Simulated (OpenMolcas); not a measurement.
## Ta3+ in MgO: curves along the breathing mode

Ta3+ with its 6 nearest oxide ions, on the Mg site of MgO (a = 4.2112 Å, distance in the model lattice 2.106 Å). The rest of the host is ab initio model potentials to 7.6 Å, with orthogonalisation functions on the cations behind the ligands, and point charges beyond; the distance is set by hand and nothing relaxes, and no local charge compensation is placed. Ligand basis ANO-RCC-VDZP.

| Quantity | Value |
| --- | --- |
| Program | OpenMolcas 26.06 |
| Method | CASSCF |
| Basis | ANO-RCC-VDZP [7s6p4d2f1g] |
| Scalar Hamiltonian | DKH2, point nucleus |
| Active space | 2 electrons in 5 orbitals (5d) |
| State averaging | 2S+1 = 3 even, 10 roots; 2S+1 = 1 even, 15 roots |
| Spin-orbit coupling | RASSI with atomic mean-field integrals over the reference wave functions |

Spin-free energies (labels of O, the rotations of Oh) in cm-1 above the lowest fitted minimum, as all ligands move together:

```csv
R (Å),3T1,1T2,1E,1A1,3T2,3T1(2),1T2(2)
1.963,14220,22420,22480,33940,63530,70540,72100
2.009,5440,13670,13720,25150,51930,59120,60740
2.056,880,9140,9180,20590,44510,51820,53450
2.102,210,8500,8540,19930,41200,48580,50210
2.148,2920,11240,11280,22640,41460,48880,50500
2.194,8710,17060,17100,28440,45020,52470,54080
2.241,17610,26000,26030,37360,51870,59330,60920
```

Cubic fits give the following; the wavenumber is harmonic, with the mass of all moving ligands, small differences in it between states hang on the degree of the fit, a number in brackets counts states of one label, and the table is a selection of at most 14 states with clean curves.

```csv
State,R0 (Å),Breathing mode (cm-1),Minimum (cm-1)
3T1,2.088,767,0
1T2,2.087,768,8280
1E,2.087,768,8320
1A1,2.088,768,19720
3T2,2.121,762,40860
3T1(2),2.121,759,48270
1T2(2),2.121,758,49900
1T1,2.120,757,52300
3A2,2.154,762,81490
1E(2),2.153,757,91320
1A1(2),2.151,751,101770
```

The minimum of 3T2 is shifted by +0.0333 Å against 3T1 (from the unrounded fits). With M = 96.0 u for the moving shell, the Huang-Rhys factor in this mode is S = M ω ΔR² / 2ħ = 0.01483 × 96.0 × 767 × 0.0333² = 1.21. Only the first shell moves, against a rigid host.

An orbital triplet at a regular site is open to Jahn-Teller coupling, which can distort the site and quench the lowest spin-orbit gaps and is left out. Without dynamic correlation the repulsion within the d shell is too large (B by tens of per cent), so at a given field states of lower spin stand too high. With metal d orbitals alone the field can be off either way by tens of per cent. Ligand-to-metal charge-transfer states are missing. With no ligand orbital active B as a rule stays too high, so bands that hang on it stand too high and its fall with covalency is understated. The least metal-like active orbital is 69 % on the metal (Löwdin) and no ligand orbital is active, so the numbers are rough (holds for R = 1.963). The least metal-like active orbital is 71 % on the metal (Löwdin) and no ligand orbital is active, so the numbers are rough (holds for R = 2.009). The least metal-like active orbital is 73 % on the metal (Löwdin) and no ligand orbital is active, so the numbers are rough (holds for R = 2.056). The least metal-like active orbital is 74 % on the metal (Löwdin) and no ligand orbital is active, so the numbers are rough (holds for R = 2.102). The least metal-like active orbital is 75 % on the metal (Löwdin) and no ligand orbital is active, so the numbers are rough (holds for R = 2.148). The least metal-like active orbital is 76 % on the metal (Löwdin) and no ligand orbital is active, so the numbers are rough (holds for R = 2.194; R = 2.241). No measured value stands beside these numbers.
